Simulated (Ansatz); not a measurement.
PN, closed-shell singlet (the spin of the measured ground state), most abundant isotopes (14.0031 and 30.9738 u). Constants from fifth-degree fits in 1/R to seven points on the lowest solution found; no spin–orbit coupling, no relativity up to Kr; ω_e x_e and α_e move by some per cent with the fit.

Cores are frozen in the correlated methods. CBS(a, b) extrapolates the correlation energy as X⁻³ and adds the Hartree–Fock energy of set b.

Codes used: Ansatz (Gaussian basis) for Hartree–Fock, density functionals and correlated methods. 

At CCSD(T)/CBS(aug-cc-pV(Q+d)Z, aug-cc-pV(5+d)Z): B₀ = 0.78111 cm⁻¹, fundamental 1332 cm⁻¹.

Taking the state as ¹Σ, work out the ideal-gas entropy and heat capacity at 298.15 K and 1 bar (rigid rotor, harmonic oscillator at the fundamental, no nuclear spin).


Translation: S = R(1.5 ln M + 2.5 ln T − 1.1517) with M = 44.977 u gives 156.32 J/(mol K). Rotation: q = kT/(σhcB₀) = 265.3 with σ = 1 and hc/k = 1.43878 cm K, S = R(ln q + 1) = 54.72. Vibration: u = hcν/kT = 6.429, S = R(u/(eᵘ − 1) − ln(1 − e⁻ᵘ)) = 0.10. Sum S° = 211.1 J/(mol K). C_p = 7R/2 + R u² eᵘ/(eᵘ − 1)² = 29.66 J/(mol K).

Doubts at one or more of the structures used: a restricted determinant that unrestricted orbitals would lower (CCSD(T)/CBS(aug-cc-pV(Q+d)Z, aug-cc-pV(5+d)Z)).

Ansatz is a quantum-chemistry and plane-wave program.
